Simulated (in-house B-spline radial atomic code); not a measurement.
RPA and G0W0 on r2SCAN0: the krypton ion Kr⁸⁺

Configuration [Ar] 3d10, mean-field start r2SCAN0. Computed with an all-electron radial atomic-structure program (B-spline basis): all electrons, scalar-relativistic (spin-free one-electron X2C), finite nucleus, each spin shell either full or empty, empty states to l = 9 with an (l + 1/2)⁻⁴ tail; G0W0 by contour deformation at full frequency.

Command:
```bash
python run_gw.py task.json out
```
Settings (radii: box in bohr, nucleus in fm):
```
Z                        36
electrons                28
configuration            [Ar] 3d10
hamiltonian              x2c
method                   r2scan0
lmax                     9
rms_radius               4.1884
spin_polarised           False
box_radius               7.7
intervals                66
```

Run time, properties included: 2.3 s on 1 thread of Arm Neoverse N1, with other jobs on the host.

Energies (hartree):

| term | value |
| --- | --- |
| mean-field total | -2771.60475 |
| Hartree-Fock functional on these orbitals | -2770.13910 |
| direct second order | -2.324 |
| second-order exchange | 0.679 |
| SOSEX correction | 0.63959 |

What is the RPA correlation energy, and what remains with SOSEX?

RPA gives -2.0912 hartree (-2.03 eV per electron); RPA + SOSEX gives -1.4516, and the second-order doubles -1.645 hartree (no singles). SOSEX takes back 31 % of the RPA value.

Quasi-particle levels (eV):

```json
{"level": "3d", "occupied": "yes", "mean field": "-221.66", "Σx - vxc": "-14.37", "Σc": "?", "QP weight": "?", "G0W0": "?"}
{"level": "3p", "occupied": "yes", "mean field": "-341.07", "Σx - vxc": "-21.39", "Σc": "6.87", "QP weight": "0.935", "G0W0": "-355.59"}
{"level": "4s", "occupied": "no", "mean field": "-130.58", "Σx - vxc": "6.16", "Σc": "-1.40", "QP weight": "0.995", "G0W0": "-125.83"}
```

G0W0 = mean field + (Σx - vxc) + Σc, with Σc (partial-wave tail included) taken at the quasi-particle energy. Only the outer levels were computed. Levels of low weight are left out.

Where does G0W0 put 3d?

At -234.00 eV, with Σc = 2.02 eV and a quasi-particle weight of 0.975. The tabulated removal energy is 233 ± 0.7 eV (NIST, semi-empirical); the calculation leaves out spin-orbit coupling, Breit and QED terms, and what these don't explain is the method's own error.
